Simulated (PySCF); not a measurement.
## Excitation energy of Zn by level of theory

Zn [Ar] 3d10 4s2 (1S) → Zn [Ar] 3d10 4s1 4p1 (3P), as a difference of total energies. Calculation: PySCF 2.14, in x2c-TZVPPall with one added diffuse shell each of s, p, d, f type (7s6p5d3f1g, 80 functions); scalar relativity by spin-free X2C-1e. Correlated levels: valence: [Ar] frozen; valence and next inner shell: [Ne] frozen. The calculations carry no spin-orbit coupling.

```tsv
method	excitation energy (eV)
UHF	2.728
LDA	4.498
PBE	4.253
PBE0	3.940
r2SCAN	3.942
revPBE	4.150
PBEsol	4.237
wB97M-V	4.133
PW91	4.268
MP2 (valence)	3.894
SCS-MP2 (valence)	4.004
MP2 (valence and next inner shell)	3.958
SCS-MP2 (valence and next inner shell)	4.046
```

Errors of the correlated levels include the incompleteness of this basis and the frozen core.

Problem. Which method comes closest to the reference value, and which is furthest?

Solution. The reference is 4.054 eV (measured; NIST levels, between the centres of gravity of the two terms). Closest: SCS-MP2 (valence and next inner shell) (error -0.008 eV); furthest: UHF (error -1.326 eV).
